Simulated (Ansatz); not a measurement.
Start from `N=C=C[SiH3]` and change one atom or group to get `COC=C=N`.

Ansatz, PBE0-D4/def2-TZVP geometries, multiplicity 1. Each molecule was computed in one conformer, which needn't be the lowest.

```json
{"property": "LUMO energy (PBE0/def2-TZVPP) / eV", "`N=C=C[SiH3]`": "-0.19"}
{"property": "LUMO energy (B3LYP/def2-TZVPP) / eV", "`N=C=C[SiH3]`": "-0.43"}
{"property": "ideal-gas entropy at 298 K and 1 bar (rigid rotor, harmonic PBE0-D4/def2-TZVP) / J/(mol·K)", "`N=C=C[SiH3]`": "309"}
{"property": "size of the dipole moment (PBE/def2-TZVPP) / D", "`N=C=C[SiH3]`": "1.42"}
{"property": "size of the dipole moment (B3LYP/def2-TZVPP) / D", "`N=C=C[SiH3]`": "1.45"}
{"property": "HOMO–LUMO gap (PBE0/def2-TZVPP) / eV", "`N=C=C[SiH3]`": "6.88"}
```

Q: What does the change do to each property? (An estimate is asked.)

A: The calculation gave: 
```tsv
property	`COC=C=N`	shift
LUMO energy (PBE0/def2-TZVPP) / eV	-0.59	-0.40
LUMO energy (B3LYP/def2-TZVPP) / eV	-0.85	-0.42
ideal-gas entropy at 298 K and 1 bar (rigid rotor, harmonic PBE0-D4/def2-TZVP) / J/(mol·K)	316	7
size of the dipole moment (PBE/def2-TZVPP) / D	1.06	-0.36
size of the dipole moment (B3LYP/def2-TZVPP) / D	1.17	-0.28
HOMO–LUMO gap (PBE0/def2-TZVPP) / eV	5.76	-1.12
```

With PBE0 the HOMO rises by 0.72 eV and the LUMO falls by 0.40 eV, so the gap narrows by about 1.12 eV. PBE moves the HOMO by 0.78 eV and ωB97M-V by 0.67 eV. The zero-point energy changes by 46.6 kJ/mol with +3 modes. Dipoles are sizes alone; their direction can turn.

B3LYP here is the variant with VWN-RPA as its local correlation; programs differ in this.
